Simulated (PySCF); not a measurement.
C2H7MgNO. Atoms are numbered in the order given.

```xyz
12

Mg     0.0000     0.0000    -1.0168
O      0.0000     0.0000    -2.7798
H      0.0000     0.0000    -3.7299
N      0.0000     0.0000     0.8863
C      0.0000     1.1866     1.6961
C      0.0000    -1.1866     1.6961
H     -0.8887     1.2517     2.3627
H      0.8887     1.2517     2.3627
H      0.0000     2.1040     1.0810
H      0.8887    -1.2517     2.3627
H     -0.8887    -1.2517     2.3627
H      0.0000    -2.1040     1.0810
```
Charge 0, spin multiplicity 1.

The structure is a stationary point at PBE0-D3(BJ)/def2-SVP. The structure was generated by enumeration; whether it is a known compound was not checked. One conformer was computed; it need not be the lowest.

All values below come from PySCF with PBE0-D3(BJ)/def2-SVP.

Frequencies are harmonic and unscaled.

| mode | ν (cm⁻¹) | IR (km/mol) | Raman (Å⁴/amu) | depolarisation | moving atoms (share of kinetic energy) |
|---|---|---|---|---|---|
| 1 | 68 | 146.9 | 0.0 | – | H 61 %, O 26 %, Mg 11 % |
| 2 | 80 | 22.6 | 0.0 | – | O 35 %, C 28 %, Mg 16 %, H 15 % |
| 3 | 123 | 5.6 | 0.7 | 0.75 | H 54 %, Mg 20 %, N 11 %, O 8 % |
| 4 | 130 | 139.9 | 0.3 | 0.75 | H 85 % |
| 5 | 180 | 21.9 | 2.8 | 0.75 | H 47 %, Mg 30 %, N 19 % |
| 6 | 219 | 19.4 | 0.1 | 0.75 | Mg 47 %, H 20 %, C 18 %, N 12 % |
| 7 | 257 | 0.0 | 1.0 | 0.75 | H 97 % |
| 8 | 298 | 28.4 | 0.6 | 0.75 | H 57 %, N 36 % |
| 9 | 324 | 1.1 | 4.2 | 0.25 | C 40 %, H 29 %, O 16 %, Mg 14 % |
| 10 | 523 | 0.1 | 12.4 | 0.03 | C 30 %, H 25 %, N 23 %, O 19 % |
| 11 | 848 | 84.2 | 0.6 | 0.48 | Mg 50 %, O 39 % |
| 12 | 1029 | 100.8 | 5.0 | 0.68 | C 40 %, H 35 %, N 21 % |
| 13 | 1093 | 0.3 | 1.4 | 0.75 | H 75 %, C 24 % |
| 14 | 1109 | 0.0 | 0.9 | 0.75 | H 80 %, C 20 % |
| 15 | 1158 | 0.1 | 11.7 | 0.75 | H 68 %, C 20 %, N 12 % |
| 16 | 1255 | 96.3 | 0.4 | 0.75 | N 58 %, C 33 %, H 9 % |
| 17 | 1284 | 36.6 | 14.3 | 0.14 | H 39 %, N 36 %, C 24 % |
| 18 | 1431 | 8.8 | 25.6 | 0.75 | H 86 %, C 14 % |
| 19 | 1438 | 0.0 | 52.3 | 0.75 | H 97 % |
| 20 | 1441 | 3.4 | 1.5 | 0.75 | H 97 % |
| 21 | 1459 | 22.2 | 13.0 | 0.68 | H 81 %, C 19 % |
| 22 | 1483 | 18.3 | 1.9 | 0.75 | H 96 % |
| 23 | 1499 | 0.4 | 28.9 | 0.75 | H 96 % |
| 24 | 2934 | 98.2 | 36.7 | 0.75 | H 97 % |
| 25 | 2942 | 174.3 | 262.2 | 0.00 | H 97 % |
| 26 | 2974 | 142.2 | 332.9 | 0.75 | H 91 %, C 9 % |
| 27 | 2987 | 0.0 | 37.8 | 0.75 | H 90 %, C 10 % |
| 28 | 3078 | 45.6 | 53.9 | 0.75 | H 91 %, C 9 % |
| 29 | 3079 | 43.1 | 96.7 | 0.61 | H 91 %, C 9 % |
| 30 | 4109 | 136.7 | 154.9 | 0.22 | H 94 % |
